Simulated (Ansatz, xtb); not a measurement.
# Isomers of FGeH4Si in order of energy

4 gas-phase structures of FGeH4Si, found in a search over its isomers (lower ones may exist). Each was relaxed with GFN2-xTB; where two conformers were screened, the lower at r2SCAN-D4/def2-SVP is listed:

A. `F[SiH][GeH3]`, a doublet
B. `F[SiH2][GeH2]`, a doublet
C. `[F][GeH2][SiH2]`, a doublet
D. `[F][GeH][SiH3]`, a doublet

Problem. Estimate their order in r2SCAN-D4/def2-SVP energy at these geometries, lowest first.

Solution. Calculated order at r2SCAN-D4/def2-SVP: B (0.0), A (4.5), D (14.9), C (16.4) kcal/mol.

Energies above the lowest of each column, in kcal/mol; the last columns are at PBE0-D3(BJ)/def2-SVP geometries (a dash: not run or not comparable):

| structure | GFN2-xTB | HF/STO-3G | r2SCAN-D4/def2-SVP | PBE0-D3(BJ)/def2-SVP | CCSD(T)/def2-SVP + ΔMP2/def2-TZVPP |
| --- | --- | --- | --- | --- | --- |
| B | 1.9 | 9.6 | 0.0 | 0.0 | 0.0 |
| A | 13.1 | 0.0 | 4.5 | 7.0 | 8.6 |
| D | 0.0 | 29.2 | 14.9 | 13.4 | 17.1 |
| C | 19.2 | 16.0 | 16.4 | 18.7 | – |

CCSD(T)/def2-SVP + ΔMP2/def2-TZVPP puts B lowest of those it was run on; GFN2-xTB picks D, HF/STO-3G picks A. Flexible structures stand in one conformer each, not always the lowest. Frequencies (PBE0-D3(BJ)/def2-SVP) were run for A, B, D alone. Open shells are spin-unrestricted. ΔMP2 is the change of the MP2 energy from the smaller to the larger basis.

Over these structures GFN2-xTB departs from r2SCAN-D4/def2-SVP by 7.2 kcal/mol on average once a common shift is removed. A GFN2-xTB relaxation took about 0.057 s and the r2SCAN-D4/def2-SVP energy about 2 s on a shared host (Ansatz 0.2.0, xtb 6.7.1).
